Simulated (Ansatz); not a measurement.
## SnH4 (SMILES [SnH4]): the electronic atomisation energy, rung by rung

SnH4 has 5 atoms, charge 0, and is taken as a singlet. SMILES: `[SnH4]`. The coordinates come from a PBE0-D4/def2-TZVP relaxation.

```xyz
5

Sn    0.0000    0.0000    0.0000
H     0.8239   -0.8535    1.2229
H    -1.5636    0.4034    0.5431
H    -0.1168   -0.9746   -1.3925
H     0.8565    1.4246   -0.3736
```

Each level gives the electronic atomisation energy (eV). The values are calculated. Electronic energies at fixed atoms, without zero-point motion or spin-orbit coupling.

```tsv
level	kind	program	value (eV)	less CCSD(T)/def2-SVPD
BLYP/def2-SVPD (core potential)	GGA	Ansatz	10.87	+0.02
r2SCAN/def2-SVPD (core potential)	meta-GGA	Ansatz	11.08	+0.23
r2SCAN0/def2-SVPD (core potential)	hybrid meta-GGA	Ansatz	11.04	+0.19
wB97M-V/def2-SVPD (core potential)	range-separated hybrid	Ansatz	11.34	+0.49
B2PLYP/def2-SVPD (core potential)	double hybrid	Ansatz	10.92	+0.07
RPA@PBE0/def2-SVPD (core potential)	RPA	Ansatz	10.61	-0.24
MP2/def2-SVPD (core potential)	perturbation theory	Ansatz	10.36	-0.49
CCSD(T)/def2-SVPD (core potential)	coupled cluster or CI	Ansatz	10.85	0.00
FCI/STO-3G	exact in the basis	Ansatz	16.10	+5.25
```

CCSD(T)/def2-SVPD (core potential) is the highest level here, not the true value. All-electron rows without a relativistic Hamiltonian named are non-relativistic, while core potentials hold scalar relativity, so basis and relativity change together. The values span 10.36 to 16.10 eV. High-level rows in very small sets aren't better than simpler rows in larger ones. In the correlated wave-function rows the outer d shell of Sn is correlated, in sets not made for it.
